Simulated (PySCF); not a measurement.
Ge(Me)(SH) (CH4GeS), SMILES [CH3][Ge][SH] (connectivity only; charge and spin as stated), neutral, multiplicity 1.

Geometry: PBE0-D3(BJ)/def2-SVP. One conformer was computed; it need not be the lowest.

All values below come from PySCF with r2SCAN/def2-TZVPD.

**Question.** Estimate the frontier levels, gap, dipole moment and polarisability. (Estimate from the structure and the level; the computed values follow.)

**Answer.** 
- highest occupied level: -5.87 eV
- lowest empty level: -2.91 eV
- orbital gap: 2.96 eV
- dipole moment: 0.155 e·Å
- quadrupole, principal values (traceless, Buckingham form, about the centre of nuclear charge): -5.19, 0.91, 4.28 D·Å
- mean static polarisability: 72.7 bohr³ (10.77 Å³)
- polarisability, principal values: 55.2, 71.3, 91.5 bohr³
